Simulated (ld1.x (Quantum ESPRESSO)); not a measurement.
## antimony: one change to a TM semilocal potential, before and after

ld1.x (Quantum ESPRESSO) 7.5 input, shortened:

```
&input
   title='Sb', zed=51., rel=1, dft='PZ', iswitch=3,
   config='[Kr] 4d10 5s2 5p3'
 /
 &inputp
   pseudotype=1, tm=.true., lloc=1,
   nlcc=.true., rcore=0.70
 /
3
5S  1  0   2.00   0.00  1.55  1.55  0.0
4D  3  2  10.00   0.00  0.95  0.95  0.0
5P  2  1   3.00   0.00  2.15  2.15  0.0
 &test
   configts(1)='4d10 5s2 5p3'
 /
```

Change: wave 5s (bound): rc 1.55 bohr becomes 5s (bound): rc 1.98 bohr.

Cutoffs: the cutoffs (Ry, on a coarse ladder) from which the occupation-weighted sum of valence levels, in a spherical-Bessel basis at the reference potential, stays within 10 and 1 mRy of its value at 400 Ry; they do not see the model core or the augmentation charge, which bear on the density cutoff. Errors are all-electron minus pseudo energies relative to the spin-unpolarised reference configuration.

Q: How do hardness, ghosts and transferability respond?

A: The potential gets neither clearly harder nor softer (120 Ry and 160 Ry → 120 Ry and 160 Ry); the d channel sets the loose cutoff, while the largest relative change is in s, which becomes softer; of the 9 tests that both files solve, the error grows in 4 and shrinks in 0 by more than 15 % and 0.3 meV (median size 2.5 → 4.3 meV); the range in which the s phases agree widens (upper end 1.9 → 3.2); neither file shows a bound ghost. More of the atom is replaced by a form fitted at one configuration, so other configurations suffer. A semilocal file is local in each channel, so a ghost entry of none says nothing of the separable form that plane-wave codes build from it.

```csv
quantity,base,changed
"cutoff, loose",120 Ry,120 Ry
"cutoff, tight",160 Ry,160 Ry
loose cutoff by channel (10 mRy a level),"s 30 Ry, d 90 Ry, p 10 Ry","s 12 Ry, d 90 Ry, p 10 Ry"
bound ghosts,none,none
"error for 4d10 5s2 5p2, meV [ΔE 8.52 eV]",-0.8,-0.9
"error for 4d10 5s2 5p1, meV [ΔE 24.77 eV]",-0.5,-1.4
"error for 4d10 5s2 5p0, meV [ΔE 49.56 eV]",-2.5,-6.5
"error for 4d10 5s2 5p2.5, meV [ΔE 3.36 eV]",-0.5,-0.5
"error for 4d9 5s2 5p3, meV [ΔE 40.80 eV]",-149,-213
"error for 4d10 5s2 5p3.3, meV [ΔE -1.21 eV]",+0.4,+0.4
"error for 4d9 5s2 5p4, meV [ΔE 31.00 eV]",-225,-274
"error for 4d10 5s2 5p3 (spin-polarised), meV [ΔE -1.09 eV]",+10,+9.6
"error for 4d10 5s2 5p2 (spin-polarised), meV [ΔE 7.93 eV]",+4.7,+4.3
s: phases at 2.34 bohr within 0.05 rad from the reference energy up to (Ry; the scan ends near 5),1.9,3.2
p: phases at 2.34 bohr within 0.05 rad from the reference energy up to (Ry; the scan ends near 5),4.0,4.0
d: phases at 2.34 bohr within 0.05 rad from the reference energy up to (Ry; the scan ends near 5),to the end of the scan,to the end of the scan
```
